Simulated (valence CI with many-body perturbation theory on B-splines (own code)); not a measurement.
**Level structure of Ce45+**

Level of theory: valence CI with perturbative core correlation (CI+MBPT): three valence electrons over a frozen Dirac-Fock core [Ne], a basis of 11 s, 11 p, 9 d, 7 f, 5 g, 2 h, 1 i functions for each j, with the one-electron correlation potential Σ1, the two-electron term Σ2, the three-electron term Σ3, Breit, model QED; selected CI, second order for the rest (own B-spline code, finite nucleus).

The last digits are not significant, and no measured levels were compared; by estimate large intervals hold to a few tenths of a per cent, small ones and those within an open d or f shell to about a per cent.

Levels 46 to 68 of 68, with energies above the lowest level, (3s^2 3p1/2) J=1/2. "Leading %" is the weight of the configuration and term that name the level; weights of strongly mixed levels are sums over their largest components and can fall short. In the jj column 3d3/2^4 stands for four electrons in 3d with j = 3/2. Lifetimes count E1, E2, E3, M1 and M2 decay at the calculated energies, and are blank where another channel may lead or the interval is too uncertain; long ones can be off by a factor of two.

```csv
No.,Configuration,Term,J,E (Ry),Leading %,Leading jj,Lifetime,Second component
46,3p²3d,²G,7/2,45.098,41,3p1/2 3p3/2 3d3/2 (89 %),4.32 ps,30 % 3p²3d ²F
47,3p²3d,²D,3/2,46.432,40,3p1/2 3p3/2 3d3/2 (84 %),1.52 ps,15 % 3p²3d ²P
48,3p²3d,⁴P,5/2,46.480,30,3p1/2 3p3/2 3d3/2 (72 %),1.66 ps,24 % 3p²3d ⁴F
49,3p²3d,⁴D,7/2,46.657,45,3p1/2 3p3/2 3d5/2 (98 %),3.70 ps,37 % 3p²3d ⁴F
50,3p²3d,⁴P,1/2,46.724,36,3p1/2 3p3/2 3d3/2 (88 %),1.69 ps,30 % 3p²3d ²P
51,3p²3d,²G,9/2,47.140,57,3p1/2 3p3/2 3d5/2 (94 %),6.00 ps,38 % 3p²3d ⁴F
52,3p²3d,²P,3/2,47.313,49,3p1/2 3p3/2 3d5/2 (88 %),2.92 ps,29 % 3p²3d ⁴P
53,3p²3d,²D,5/2,47.514,40,3p1/2 3p3/2 3d5/2 (86 %),3.49 ps,27 % 3p²3d ⁴D
54,3p²3d,²F,7/2,48.194,45,3p1/2 3p3/2 3d5/2 (77 %),3.75 ps,27 % 3p²3d ²G
55,3s3d²,⁴F,3/2,48.350,82,3s 3d3/2^2 (84 %),1.48 ps,10 % 3s3d² ²D
56,3p²3d,²F,5/2,48.544,37,3p1/2 3p3/2 3d5/2 (80 %),2.21 ps,28 % 3p²3d ²D
57,3s3d²,⁴F,5/2,48.917,70,3s 3d3/2^2 (68 %),1.28 ps,12 % 3s3d² ²D
58,3p²3d,²P,1/2,48.967,51,3p1/2 3p3/2 3d5/2 (87 %),3.30 ps,32 % 3p²3d ²S
59,3p²3d,²D,3/2,49.123,60,3p1/2 3p3/2 3d5/2 (85 %),2.23 ps,10 % 3p²3d ²P
60,3s3d²,⁴P,1/2,49.936,78,3s 3d3/2^2 (76 %),1.18 ps,13 % 3s3d² ²S
61,3s3d²,⁴F,7/2,50.167,93,3s 3d3/2 3d5/2 (87 %),2.00 ps,
62,3s3d²,⁴P,5/2,50.612,34,3s 3d3/2 3d5/2 (82 %),1.75 ps,25 % 3s3d² ²D
63,3s3d²,⁴P,3/2,50.838,87,3s 3d3/2 3d5/2 (97 %),1.91 ps,8 % 3s3d² ²D
64,3s3d²,⁴F,9/2,50.902,66,3s 3d3/2 3d5/2 (72 %),2.42 ps,30 % 3s3d² ²G
65,3s3d²,²G,7/2,51.495,63,3s 3d3/2 3d5/2 (87 %),2.53 ps,24 % 3s3d² ²F
66,3s3d²,²F,5/2,51.539,45,3s 3d3/2 3d5/2 (73 %),1.61 ps,36 % 3s3d² ⁴P
67,3s3d²,²D,3/2,51.561,45,3s 3d3/2 3d5/2 (68 %),1.72 ps,21 % 3s3d² ²P
68,3s3d²,²P,1/2,52.010,50,3s 3d3/2 3d5/2 (58 %),1.39 ps,13 % 3p²3d ²P
```
